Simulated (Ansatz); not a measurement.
Basis-set extrapolation for CH7NSSi (`N[SiH2]CS`) (PBE0-D4/def2-TZVP geometry, frozen core, Ansatz). Multiplicity 1, RHF reference.

```csv
,def2-TZVPP,def2-QZVPP
HF,-782.951017,-782.976469
MP2 correlation,-0.698536,-0.750749
CCSD(T) correlation,-0.780958,not run
```

Energies in hartree. Use E(X) = E(∞) + A·exp(−7.88·√X) for Hartree–Fock and E(X) = E(∞) + B·X^(−2.97) for correlation, with X = 3 and 4, and add CCSD(T) minus MP2 of the smaller set to the MP2 limit.

Problem. What is the CCSD(T) energy at the basis-set limit?

Solution. HF limit: -782.976469 + (-0.025452) × 0.13774 = -782.97997. MP2 limit: -0.750749 + (-0.052213) × 0.74074 = -0.78943. Higher-order term: -0.780958 − (-0.698536) = -0.08242. Total: -783.85182 hartree, 75.2 kcal/mol below CCSD(T)/def2-TZVPP.
